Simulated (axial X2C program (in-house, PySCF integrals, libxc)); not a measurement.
# Nuclear properties of RuSe⁺

Calculated with an axial X2C code built on PySCF integrals: two-component X2C with atomic mean-field Coulomb and Gaunt terms, Gaussian nuclei, basis Ru dyall-cv3z, Se dyall-cv3z with contracted cores.

R = 2.256 Å (near the PBE0 minimum at charge 1 of the determinant lowest at the starting distance; the state shown can have its own minimum elsewhere).

Input and command:
```json
{"zs": [44, 34], "q": 1, "bas": ["dyall-cv3z", "dyall-cv3z"], "r0": 2.21, "levels": ["PBE0", "HF", "LDA", "PBE50", "TPSSh"], "nst": 3}
```
```bash
python soeom.py task.json out
```

Keys: zs atomic numbers; q charge; bas basis sets; r0 starting distance in Å; levels methods; nst determinants followed.

Determinant lowest in the PBE0 search, Ω = 5/2 (⟨Sz⟩ = 2.48, ⟨Lz⟩ = 0.02 at PBE0), spin on the atoms Ru 1.72, Se 0.76:

```
level  Eeff magnitude (GV/cm)  Ws magnitude Ru (kHz)  A∥/gI Ru (MHz)  qzz Ru (a.u.)  A∥/gI Se (MHz)  qzz Se (a.u.)
 PBE0                    3.72                  0.555             377          -3.44            -158          -1.63
   HF                    3.01                  0.425           -68.4          -4.38            -146          -5.39
  LDA                    4.17                  0.577             819          -0.10            -250          -1.36
PBE50                    3.43                   0.52             193          -3.75            -157          -3.19
TPSSh                    3.71                  0.534             430          -3.34            -152          -1.09
```

Eeff is the effective electric field on the electron electric dipole moment in this Ω state and Ws the scalar–pseudoscalar constant of the nucleus named (defined with the proton number Z and per Ω); A∥ (defined per Ω) follows by multiplying with gI = μI/(I μN); qzz is the electric field gradient, eQq0 = 234.96 MHz × Q/barn × qzz. The operators were transformed with the bare-nucleus X2C matrices; with these basis sets, hyperfine constants and field gradients can be off by tens of per cent, and where levels differ in sign neither size nor sign is settled.

Q: With gI(77Se) = 1.0701 (g factors from the IAEA table of nuclear moments by Stone), turn the PBE0 values of the first state into constants in MHz.

A: A∥(77Se) = -158 × 1.0701 = -169 MHz.

Each state is one determinant with collinear spin, which with several unpaired electrons need not be a pure state. Unrestricted Hartree–Fock can overshoot spin polarisation at the nuclei. This is the top spin component of a Σ state; components of lower Ω are not single determinants and can lie lower. With several open shells hyperfine constants can be off by a factor of several. The search compared states at one distance, so a state with another bond length can lie lower. Further determinants of the search, some of them spin-mixed, are not shown. Where a field gradient or hyperfine factor spreads by more than a factor of two over the levels, a constant derived from it is not to be relied on.
